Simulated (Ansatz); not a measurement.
The inner images of a band of AlBrClH3 (6 atoms, charge 0, multiplicity 1) are given out of order.

Method: RKS B3LYP-D4/def2-SVP (Ansatz).

First end point:

```xyz
6
Properties=species:S:1:pos:R:3
Al 0.060 0.215 0.030
H 0.149 0.944 1.426
H 1.291 -0.049 -0.921
Cl -1.891 0.048 -0.812
Br 0.236 -2.409 1.144
H -0.902 -2.252 2.002
```

Last end point:

```xyz
6
Properties=species:S:1:pos:R:3
Al 0.002 -0.739 -0.238
H -0.547 0.245 1.883
H 1.335 0.063 -0.384
Cl -1.831 0.141 -0.797
Br 0.026 -2.939 0.277
H -0.042 -0.273 2.129
```

Put them in order from the first end to the last, with their energies above the first end.
A.
```xyz
6
Properties=species:S:1:pos:R:3
Al -0.078 -0.103 0.033
H -0.174 0.178 1.644
H 1.304 0.064 -0.690
Cl -1.913 0.115 -0.989
Br -0.052 -2.575 1.105
H -0.144 -1.181 1.767
```
B.
```xyz
6
Properties=species:S:1:pos:R:3
Al -0.032 -0.678 -0.212
H -0.281 0.254 1.896
H 1.289 0.132 -0.427
Cl -1.861 0.130 -0.873
Br 0.013 -2.847 0.451
H -0.185 -0.493 2.035
```
C.
```xyz
6
Properties=species:S:1:pos:R:3
Al 0.015 0.189 0.005
H 0.027 0.797 1.462
H 1.298 -0.036 -0.884
Cl -1.870 0.152 -0.982
Br 0.093 -2.479 1.040
H -0.621 -2.124 2.229
```
D.
```xyz
6
Properties=species:S:1:pos:R:3
Al -0.064 0.057 0.021
H -0.149 0.407 1.571
H 1.295 0.032 -0.770
Cl -1.895 0.130 -1.044
Br -0.068 -2.615 1.083
H -0.176 -1.513 2.009
```
E.
```xyz
6
Properties=species:S:1:pos:R:3
Al -0.071 -0.332 -0.020
H -0.195 0.043 1.739
H 1.300 0.128 -0.617
Cl -1.899 0.136 -0.958
Br -0.030 -2.600 0.951
H -0.162 -0.878 1.776
```
F.
```xyz
6
Properties=species:S:1:pos:R:3
Al -0.034 0.132 -0.001
H -0.095 0.614 1.504
H 1.299 0.000 -0.830
Cl -1.868 0.161 -1.076
Br -0.064 -2.545 1.018
H -0.295 -1.864 2.255
```
G.
```xyz
6
Properties=species:S:1:pos:R:3
Al -0.051 -0.556 -0.126
H -0.220 0.112 1.832
H 1.286 0.161 -0.519
Cl -1.875 0.155 -0.910
Br -0.011 -2.707 0.717
H -0.187 -0.668 1.876
```

C (+0.006 eV), F (+0.027 eV), D (+0.109 eV), A (+0.192 eV), E (-0.289 eV), G (-0.972 eV), B (-1.165 eV).

Time of the run: 2.8 min on 2 threads of Arm Neoverse N1 (shared host), peak memory 0.18 GiB.
